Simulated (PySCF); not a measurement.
# How methods differ on the excitation energy of Cr⁺

Cr⁺ [Ar] 3d5 (6S) → Cr⁺ [Ar] 3d4 4p1 (high-spin determinant), as a difference of total energies. Calculation: PySCF 2.14, in def2-TZVPPD (6s6p4d2f1g, 67 functions); the non-relativistic Hamiltonian (point nucleus). Correlated levels: valence and next inner shell: [Ne] frozen. The calculations carry no spin-orbit coupling.

| method | excitation energy (eV) |
| --- | --- |
| UHF | 5.035 |
| MP2 (valence and next inner shell) | 6.286 |
| SCS-MP2 (valence and next inner shell) | 5.767 |
| CCSD (valence and next inner shell) | 5.904 |
| CCSD(T) (valence and next inner shell) | 5.932 |

Problem. How much does correlation contribute at CCSD(T) (valence and next inner shell)?

Solution. 5.932 − (5.035) = 0.897 eV, measured against UHF.

A first-order spin-orbit estimate (lowest level to lowest level, LS coupling) adds -0.060 eV.

The determinant of the upper state mixes LS terms, which raises its energy above the lowest term, most at the Hartree-Fock and MP2 levels.
